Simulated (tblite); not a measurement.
C8H5F3S.
Numbering: `[F:1][C:2]([F:3])=[C:4]([F:5])[c:6]1[cH:7][cH:8][c:9]([SH:10])[cH:11][cH:12]1` (hydrogens: H13 on C7; H14 on C8; H15 on S10; H16 on C11; H17 on C12)

The geometry is computed with GFN2-xTB (gas phase).

(1) What internal coordinates does the optimisation give?

## Answers

(1) 
```tsv
bond	length (Å)
F1–C2	1.326
C2–F3	1.328
C2=C4	1.337
C4–F5	1.353
C4–C6	1.455
C6–C7, C6–C12	1.398
C7–C8, C11–C12	1.378
C8–C9, C9–C11	1.391
C9–S10	1.760
C7–H13, C12–H17	1.078
C8–H14, C11–H16	1.080
S10–H15	1.333
```

Bonds in one row agree within 0.01 Å and their mean is given. A selection of angles:
```tsv
angle	degrees
F1–C2–F3	110.2
F1–C2–C4	124.1
F3–C2–C4	125.8
C2–C4–F5	114.9
C2–C4–C6	129.6
F5–C4–C6	115.5
C4–C6–C7	118.7
C4–C6–C12	122.6
C7–C6–C12	118.7
C6–C7–C8	120.8
C7–C8–C9	120.1
C8–C9–S10	118.4
C8–C9–C11	119.6
S10–C9–C11	122.0
C6–C12–C11	120.5
H15–S10–C9	96.4
```

Dihedral angles: F1–C2–C4–F5 0° (synperiplanar); C2–C4–C6–C7 -178° (antiperiplanar); H15–S10–C9–C8 180° (antiperiplanar). The mirror-image conformer, all signs reversed, is as good.

The 6-membered ring C6–C7–C8–C9–C11–C12 has internal angles of 118.7° to 120.8° (sum 720°, against 720° for a flat polygon); it is planar, 0.00 Å rms from its mean plane, widest ring torsion 0°. The 8 C–C bonds span 1.337 Å (C2=C4, drawn double) to 1.455 Å (C4–C6, drawn single), a spread of 0.118 Å. The C–F distances run from 1.326 Å (F1–C2, drawn single) to 1.353 Å (C4–F5, drawn single), a spread of 0.027 Å. The 12 heavy atoms lie in one plane (0.016 Å rms). Of the pairs four or more bonds apart, F3···H17 is among the closest relative to their van der Waals radii: 2.25 Å, 84 % of the sum of Bondi's values.

Point group: near Cs, missed by 0.09 Å at most; the miss may be what the optimiser left on a soft mode. Its GFN2-xTB frequencies are all real (lowest 20 cm⁻¹). The numbers are those of one conformer (C2–C4–C6–C7 -178°, C8–C9–S10–H 180°).

Hardware: Arm Neoverse V2, one thread, shared host with 32 logical CPUs at a one-minute load of 25. Cost: 0.67 s of wall time. These figures are those of the optimisation.
